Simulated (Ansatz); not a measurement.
Start from `CCC[BH][AlH2]` and change one atom or group to get `CC[CH2][AlH][F]`.

Ansatz, PBE0-D4/def2-TZVP geometries, multiplicity 1. Each molecule was computed in one conformer, which needn't be the lowest.

```csv
property,`CCC[BH][AlH2]`
HOMO energy (B3LYP/def2-TZVPP) / eV,-6.82
HOMO–LUMO gap (B3LYP/def2-TZVPP) / eV,4.95
HOMO energy (PBE0/def2-TZVPP) / eV,-6.99
HOMO–LUMO gap (ωB97M-V/def2-TZVPP) / eV,9.28
HOMO–LUMO gap (PBE/def2-TZVPP) / eV,3.19
HOMO–LUMO gap (PBE0/def2-TZVPP) / eV,5.30
```

(1) Give the same properties after the change, and the shifts. (An estimate is asked.)

Results:

(1) Computed: 
| property | `CC[CH2][AlH][F]` | shift |
| --- | --- | --- |
| HOMO energy (B3LYP/def2-TZVPP) / eV | -7.62 | -0.80 |
| HOMO–LUMO gap (B3LYP/def2-TZVPP) / eV | 6.52 | 1.57 |
| HOMO energy (PBE0/def2-TZVPP) / eV | -7.81 | -0.82 |
| HOMO–LUMO gap (ωB97M-V/def2-TZVPP) / eV | 10.71 | 1.43 |
| HOMO–LUMO gap (PBE/def2-TZVPP) / eV | 4.92 | 1.73 |
| HOMO–LUMO gap (PBE0/def2-TZVPP) / eV | 6.96 | 1.66 |

With PBE0 the HOMO falls by 0.82 eV and the LUMO rises by 0.83 eV, so the gap widens by about 1.65 eV. PBE moves the HOMO by -0.70 eV and ωB97M-V by -0.90 eV.

B3LYP here is the variant with VWN-RPA as its local correlation; programs differ in this.
